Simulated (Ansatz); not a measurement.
Two structures of BH2SBrF2, singlet, reached by relaxing down either side of one saddle point (PBE0-D4/def2-TZVP). Energies are electronic, without zero-point energy. Program: Ansatz 0.2.0. Basis: def2-TZVPP and def2-QZVPP. Cores are frozen in the correlated methods. Filled d shells of the heavier atoms are correlated. The def2 sets are not built for correlating such inner shells, so the correlated values are less sure here. Extrapolation: Hartree–Fock as exp(−7.88 √X), correlation as X^−2.97. First:

```
7
angstrom
B -0.6622 0.0347 -1.0667
S 1.0923 0.2928 -0.7042
F -1.0509 -1.1422 -1.5032
F -1.5569 0.9863 -0.9131
H 0.8079 -0.6483 1.5877
Br 0.4342 -1.0872 2.8987
H 0.9355 1.5638 -0.2991
```

Second:

```tsv
atom	x (Å)	y (Å)	z (Å)
B1	-1.2078	-0.4728	-0.1260
S2	1.4910	0.6787	-0.6346
F3	-0.9287	-1.4986	-0.8946
F4	-1.7737	0.5927	-0.6410
H5	2.1098	-0.2165	0.1508
Br6	-1.0783	-0.6518	1.7805
H7	1.3876	1.5681	0.3650
```

Which bonds change from the first to the second?

BHSF₂ ([F][B]([F])[SH]) + HBr → BBrF₂ ([F][B]([F])[Br]) + H₂S; bonds formed: B1–Br6, S2–H5; bonds broken: B1–S2, H5–Br6.

Give the saddle point's structure and its height above each. (An estimate is asked for; the value comes from the calculation.)

By the calculation: 0.910 eV above the first and 1.012 eV above the second (CCSD(T) at an estimated basis limit (MP2 extrapolated from triple and quadruple zeta, plus CCSD(T) − MP2 in triple zeta)).
B1  (-0.627, -0.199, -0.425)
S2  (1.254, 0.303, -0.636)
F3  (-0.931, -1.324, -1.052)
F4  (-1.488, 0.805, -0.395)
H5  (1.003, -0.300, 0.865)
Br6  (-0.287, -0.844, 1.836)
H7  (1.076, 1.559, -0.192)
(Å)

T1 diagnostic: at most 0.012.

Labels in which every atom is bracketed show which atoms are joined, not bond orders.

For scale, one of the runs: CCSD(T)/def2-TZVPP, 211 basis functions (an equivalent command: `ansatz run in.yaml --threads 4`). The run took 2.4 min on 4 CPU threads (shared host), with 3.2 GiB of host memory at its peak.
